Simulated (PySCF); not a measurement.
Method: TPSSh-D3(BJ)/def2-TZVP // TPSS-D3(BJ)/def2-SVP in PySCF. All species are isolated molecules in the gas phase. One relaxed conformer stands for a flexible species; it need not be the lowest. 

Reference species: [Cd(OH)(F)] (neutral, multiplicity 1).

```json
{
 "HOMO": "-7.54 eV",
 "mean_distance_from_the_central_atom_to_its_bonded_neighbours": "1.952 Å",
 "HOMO–LUMO gap": "5.21 eV",
 "coordination_number": "2"
}
```

Changed species: [Cd(OH)(Cl)] (Y = Cl; the reference has Y = F).

**Question.** Predict the effect on the HOMO, mean distance from the central atom to its bonded neighbours, HOMO–LUMO gap and coordination number.

**Answer.** the HOMO rises by 0.07 eV, to -7.47 eV; the mean distance from the central atom to its bonded neighbours goes up by 0.184 Å, to 2.136 Å; the HOMO–LUMO gap decreases by 0.07 eV, to 5.14 eV; the coordination number hardly moves.
